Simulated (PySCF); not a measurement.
Coordinates in bohr (charge 0 multiplicity 3):
```
Nb   -0.0053    0.1505    0.0000
O    -0.0015   -3.4960    0.0000
O    -0.0448    1.3264   -3.3532
O    -0.0448    1.3264    3.3532
H     1.5567   -4.4463    0.0000
H    -0.0226    2.1640   -4.9534
H    -0.0226    2.1640    4.9534
```

Level of theory: UPBE0 in PySCF with Nb def2-SVP with ECP28, O def2-SVP, H def2-SVP; scalar-relativistic core potentials, no spin–orbit coupling; density-fitted integrals.

This geometry of Nb(OH)₃ is a stationary point at this level.

(1) What is the point group?

(2) Is it a minimum?

(3) Which band is strongest in the infrared?

(4) Give the ideal-gas entropy at 298.15 K and 1 bar by parts.

(5) What is the atomisation energy, with and without zero-point energy?

Answers

(1) Cs.

(2) Yes: all harmonic wavenumbers are real.

(3) 4025 cm⁻¹ (a''), 520 km/mol.

(4) translation 170.8, rotation 108.4, vibration 68.1, spin 9.1; total 356.4 J/(mol K).

(5) 2738 kJ/mol without, 2638 kJ/mol with.

This need not be the most stable arrangement of these atoms. With open d or f shells other occupations or spin states may lie lower. At this level a singlet minimum of D3h symmetry lies 3 kJ/mol below this structure.
